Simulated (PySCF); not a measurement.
**input.py for H2O2Te**

Input:

```python
from pyscf import gto, scf

mol = gto.M(
    atom='Te 0 0.2626 0; O 0.2084 -0.9845 1.4314; O -0.2084 -0.9845 -1.4314; H -0.6443 -1.2652 1.72; H 0.6443 -1.2652 -1.72',
    basis='x2c-svpall',
    charge=0,
    spin=0,
    symmetry=True,
    verbose=3,
)
mf = scf.RHF(mol)
mf = mf.sfx2c1e()
mf.kernel()
mf.dip_moment()
print('orbital energies (hartree):', mf.mo_energy[..., max(0, mol.nelec[1]-3):mol.nelec[0]+3].round(4))
```

```bash
$ python input.py
```

Output:

```
converged SCF energy = -6941.10485296133
Dipole moment(X, Y, Z, Debye): -0.00000,  1.09069, -0.00000
orbital energies (hartree): [-0.498  -0.4626 -0.3153  0.0953  0.1204  0.2296]
```

In short: E(SCF) = -6941.104853 Eh, μ(SCF) = 1.09 D.

Wall time 3.4 s on one thread of a shared host.
